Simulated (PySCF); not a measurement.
**Two-component Hartree-Fock for In³⁵⁺ (indium, charge +35)**

Start: [Ne] 3s2 3p2; 3p1/2 filled at m_j = -1/2, +1/2. Calculated with PySCF 2.14 in an even-tempered Gaussian basis (19 s from 6.6 bohr⁻², ratio 2.4; 14 p from 8.6 bohr⁻², ratio 2.4; 4 d from 31 bohr⁻², ratio 2.6; 4 f from 46 bohr⁻², ratio 2.6): generalised Hartree-Fock with the X2C-1e Hamiltonian and a Gaussian nucleus; one run each with spin-orbit coupling (SO) switched off, then screened by Boettger's factors.

```tsv
spinor shell	electrons	ε, spin-free (eV)	ε, screened SO (eV)	weight of nominal j (screened SO)	rms radius, screened SO (bohr)
1s1/2	2	-30104.2	-30098.3	1.000	0.0340
2s1/2	2	-6218.0	-6215.1	1.000	0.137
2p1/2	2	-5785.0	-5938.9	1.000	0.118
2p3/2	4	-5785.0	-5710.8	1.000	0.123
3s1/2	2	-2406.7	-2405.4	1.000	0.331
3p1/2	2	-2287.3	-2314.6	1.000	0.318
```

```
   quantity    spin-free  screened SO
E (hartree)  -4873.86345  -4877.30162
        M_J            0            0
       ⟨J²⟩        2.001        0.000
       ⟨L²⟩        2.001        1.337
       ⟨S²⟩        2.000        1.337
```

Breit and QED terms are absent; they matter most for the inner s and p1/2 levels.

Densities and radii are taken from the X2C orbitals without a picture-change correction, which distorts them close to the nucleus.

Without spin-orbit coupling the j labels of p, d and f shells carry no meaning; the spin-free column gives the mean over the occupied spinors of each nl shell.
